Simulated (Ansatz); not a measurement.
Reaction (silylene formation by 1,1-elimination): `FB1SC1[SiH3]` → `FB1CS1` + `[SiH2]`

Isolated molecules relaxed with PBE0-D4/def2-TZVP in Ansatz; ΔE leaves out vibrations. CCSD(T)/CBS adds triple-zeta CCSD(T) − MP2 to the extrapolated MP2 energy (def2 sets, frozen cores). This one scheme is used for every species. DFT in def2-TZVPP. B3LYP here is the variant with VWN-RPA as its local correlation; programs differ in this.

`FB1SC1[SiH3]`:

```xyz
9

F    -0.148    2.493    1.290
B     0.099    1.214    1.210
S     1.182   -0.039    1.765
C    -0.353   -0.110    0.612
Si    0.029   -0.634   -1.139
H    -1.193   -0.619    1.085
H     1.104    0.238   -1.676
H    -1.197   -0.492   -1.972
H     0.476   -2.050   -1.174
```

`FB1CS1`:

Z-matrix (Å, degrees):
```
C
B 1 1.522
S 1 1.898 2 60.1
H 1 1.086 2 121.7 3 -100.5
H 1 1.086 2 121.6 3 100.5
F 2 1.307 1 145.9 3 180.0
```

`[SiH2]`:

```xyz
3

Si    0.038    0.076   -0.707
H    -0.028    1.045    0.470
H    -0.010   -1.122    0.237
```

| level | ΔE (kJ/mol) | difference from CCSD(T)/CBS |
| --- | --- | --- |
| PBE-D4 | 244.9 | 1.2 |
| r2SCAN-D4 | 261.5 | 17.8 |
| PBE0-D4 | 252.7 | 9.0 |
| B3LYP-D4 | 237.4 | -6.3 |
| ωB97X-V | 250.8 | 7.1 |
| ωB97M-V | 237.3 | -6.4 |
| B2PLYP | 236.7 | -7.0 |
| PBE | 236.0 | -7.7 |
| r2SCAN | 259.2 | 15.5 |
| PBE0 | 244.9 | 1.2 |
| B3LYP | 222.9 | -20.8 |
| HF/def2-TZVPP | 220.8 | -22.9 |
| MP2/def2-TZVPP | 258.6 | 14.9 |
| SCS-MP2/def2-TZVPP | 245.7 | 2.0 |
| CCSD/def2-TZVPP | 231.0 | -12.7 |
| CCSD(T)/def2-TZVPP | 236.6 | -7.1 |
| HF/def2-QZVPP | 221.7 | -22.0 |
| MP2/def2-QZVPP | 263.0 | 19.3 |
| SCS-MP2/def2-QZVPP | 250.3 | 6.6 |
| HF/CBS(def2) | 221.8 | -21.9 |
| MP2/CBS(def2) | 265.7 | 22.0 |
| CCSD/CBS(def2) | 238.2 | -5.5 |
| CCSD(T)/CBS | 243.7 | 0 |

Largest T1 diagnostic among the species: 0.014.

The D4 term adds +14.5 kJ/mol with B3LYP and +7.8 kJ/mol with PBE0; it sums over pairs of atoms, weighted by their polarisabilities, and B3LYP, whose exchange is more repulsive, gets the larger term. In def2-TZVPP, CCSD(T) changes the Hartree–Fock value by +15.8 kJ/mol (the triples alone add +5.5 kJ/mol) and MP2 by +37.8 kJ/mol. From PBE to PBE0 (25 % exact exchange), in def2-TZVPP and without D4, ΔE moves by +8.9 kJ/mol.
